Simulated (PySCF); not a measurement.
Bonds (- single, = double, # triple, : aromatic): C1-C2, C2=O3, C2-C4, C4-C5, C5=C6, C6-C7, C7=O8, C7-C9, C9-C10, C10-C4. C1 carries H11, H12, H13; C4 carries H14; C5 carries H15; C6 carries H16; C9 carries H17, H18; C10 carries H19, H20. Stereochemistry as in CC(=O)[C@@H]1C=CC(=O)CC1. H18, H20 are cis to C2 on the ring; H17, H19 are trans to C2 on the ring.

One computed conformer, gas phase, non-relativistic, averaged over atoms made equivalent by symmetry, fast rotation or ring inversion. Shielding tensors at PBE0/pcSseg-1 (GIAO); geometry from GFN2-xTB; PySCF 2.14.0 with density-fitted response routines.

Shifts are taken against calculated references (same method and geometry level): TMS for $^{13}$C and $^{1}$H; H2O for $^{17}$O.

| atoms | nucleus | count | Hirshfeld charge | δ (ppm) |
| --- | --- | --- | --- | --- |
| O3 | $^{17}$O | 1 | -0.22 | ? |
| C4 | $^{13}$C | 1 | -0.04 | 54.4 |
| C5 | $^{13}$C | 1 | -0.01 | 153.0 |
| H18 | $^{1}$H | 1 | 0.05 | 2.53 |
| O8 | $^{17}$O | 1 | -0.24 | ? |
| C10 | $^{13}$C | 1 | -0.07 | 27.1 |
| H20 | $^{1}$H | 1 | 0.04 | 2.51 |
| H14 | $^{1}$H | 1 | 0.05 | 3.36 |
| H11/H12/H13 | $^{1}$H | 3 | 0.06 | ? |
| C9 | $^{13}$C | 1 | -0.08 | 40.1 |
| H19 | $^{1}$H | 1 | 0.04 | 1.72 |
| C6 | $^{13}$C | 1 | -0.06 | ? |
| C7 | $^{13}$C | 1 | 0.15 | ? |
| C2 | $^{13}$C | 1 | 0.18 | 211.4 |
| H15 | $^{1}$H | 1 | 0.05 | 6.86 |
| H17 | $^{1}$H | 1 | 0.05 | ? |
| C1 | $^{13}$C | 1 | -0.12 | 31.1 |
| H16 | $^{1}$H | 1 | 0.05 | 6.22 |

Question: Estimate the values marked ?.

Answer: 
- C7: 200.6 ppm, ketone carbonyl carbon; the double bond to the heteroatom, with no lone-pair donor beside it, deshields it most
- C6: 137.9 ppm, α carbon of a C=C–C=O unit; an sp2 carbon of a C=C bond
- H11/H12/H13: 2.37 ppm, hydrogen on a methyl carbon α to a carbonyl; α to C=O
- H17: 2.25 ppm, hydrogen on an sp3 CH2 α to a carbonyl; α to C=O
- O8: 681.5 ppm, ketone oxygen
- O3: 671.3 ppm, ketone oxygen

Shifts are as computed. Against solution values, carbons near 30 ppm lie about +3 ppm off and those near 130 ppm about +5 ppm. Of 1211 compounds with measured shifts, 218 miss one by over three times the rms of a fit or turn the order of signals round; such compounds aren't used in these exercises. Unscaled 17O shifts of doubly bonded oxygen tend to come out too high, by tens of ppm or more. Experimental scales use liquid or dissolved standards, which lie at an offset from isolated H2O (liquid H2O: subtract about 36 ppm).
